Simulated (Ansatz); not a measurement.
GeMeF3 (CH3F3Ge), relaxed as a singlet with RKS PBE-D4/def2-SVP in Ansatz, starting from the GFN2-xTB geometry. Force threshold 0.02 eV/Å.

Start:

Cartesian coordinates in Å:
```
C 0.146 -0.992 -0.520
F -0.981 0.679 1.867
F -0.966 1.929 -0.507
F 1.334 1.562 0.826
Ge -0.108 0.735 0.385
H 0.667 -0.827 -1.458
H -0.825 -1.439 -0.710
H 0.734 -1.646 0.118
```

Q: Estimate the energy that the relaxation releases and the steps that it takes.

A: 1.9 kcal/mol, in 4 steps; 6.5 s on 2 threads of Arm Neoverse V2 on a shared host. No frequencies were taken in this run, so the end may be a saddle point.

Q: Does the start keep its bonding and symmetry?

A: By distances, no bond broke or formed. The bond that changes most is C1–Ge5, from 1.97 to 1.93 Å (atoms count from 1). Point group C3 at the start, C3 at the end, both within 0.05 Å.

Q: Predict the relaxed structure.

A: 
Cartesian coordinates in Å:
```
C 0.140 -0.952 -0.499
F -0.996 0.607 1.878
F -0.983 1.896 -0.574
F 1.390 1.519 0.806
Ge -0.109 0.741 0.389
H 0.670 -0.786 -1.456
H -0.849 -1.408 -0.694
H 0.738 -1.618 0.150
```
Bond lengths: 3 × F–Ge 1.74 Å; 1 × C–Ge 1.93 Å; 3 × C–H 1.11 Å.
